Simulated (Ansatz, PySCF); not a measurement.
Input for PySCF:
```python
from pyscf import gto, scf, mp

mol = gto.Mole()
mol.atom = '''
    C     0.018388    1.092612    0.317932
    C     0.043221   -1.098873    0.292968
    C     0.863642    0.014546   -0.417822
    C    -0.646975   -0.002427   -0.430534
    H    -0.115419    1.126840    1.415201
    H    -0.006769    2.101571   -0.114359
    H    -0.089492   -1.161107    1.389138
    H     0.040819   -2.098035   -0.162198
    H    -1.498802   -0.004419   -1.103040
'''
mol.basis = 'aug-cc-pvdz'
mol.charge = -1
mol.spin = 0
mol.verbose = 3
mol.build()

mf = scf.RHF(mol)
mf.kernel()

pt = mp.MP2(mf, frozen=4)
pt.kernel()
print('E(MP2) = %.10f' % pt.e_tot)
```

Task: Write the same job for Ansatz (an electronic-structure program).

Result: Several could match; the one computed here: 
Ansatz 0.2 input:
```yaml
crystal:
  periodic: [false, false, false]
  atoms:
    - {symbol: C, position_ang: [0.01838829, 1.09261235, 0.31793151]}
    - {symbol: C, position_ang: [0.04322136, -1.09887314, 0.29296768]}
    - {symbol: C, position_ang: [0.86364242, 0.01454600, -0.41782223]}
    - {symbol: C, position_ang: [-0.64697488, -0.00242694, -0.43053395]}
    - {symbol: H, position_ang: [-0.11541859, 1.12684033, 1.41520083]}
    - {symbol: H, position_ang: [-0.00676947, 2.10157076, -0.11435886]}
    - {symbol: H, position_ang: [-0.08949244, -1.16110732, 1.38913817]}
    - {symbol: H, position_ang: [0.04081885, -2.09803459, -0.16219775]}
    - {symbol: H, position_ang: [-1.49880154, -0.00441880, -1.10304047]}
basis:
  gaussian:
    orbitals: aug-cc-pVDZ
total_charge: -1
magnetization: {spin_polarized: false}
correlation: {method: mp2, electrons: outside_noble_gas}
accuracy: high
```

Both were run: PySCF gave -154.815621 Eh and Ansatz -154.815621 Eh, 0.000 mEh apart.
